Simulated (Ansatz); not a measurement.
Reaction (formal exchange of groups at a C–O bond): `BCO[SiH2][AlH2]` + CH₃NH₂ → `BCCN` + `O[SiH2][AlH2]`

Program: Ansatz. Geometries: PBE0-D4/def2-TZVP. ΔE: electronic, gas phase. CCSD(T)/CBS is the MP2 limit (def2-TZVPP, def2-QZVPP) plus CCSD(T) − MP2 in def2-TZVPP, frozen cores. Functionals use def2-TZVPP. One conformer a species, not always the lowest.

| level | ΔE (kcal/mol) |
| --- | --- |
| r2SCAN | -14.3 |
| CCSD(T)/def2-TZVPP | -15.2 |

Q: What does CCSD(T)/CBS give? (Estimate.)

A: Computed: -15.6 kcal/mol. The listed levels differ from it by 1.3, 0.4 kcal/mol.

Largest T1 diagnostic among the species: 0.012.

The D4 term adds +0.8 kcal/mol with B3LYP and +0.5 kcal/mol with PBE0; it sums over pairs of atoms, weighted by their polarisabilities, and B3LYP, whose exchange is more repulsive, gets the larger term. In def2-TZVPP, CCSD(T) changes the Hartree–Fock value by −1.2 kcal/mol (the triples alone add +0.1 kcal/mol) and MP2 by −2.6 kcal/mol. From PBE to PBE0 (25 % exact exchange), in def2-TZVPP and without D4, ΔE moves by −0.9 kcal/mol.

B3LYP here is the variant with VWN-RPA as its local correlation; programs differ in this.
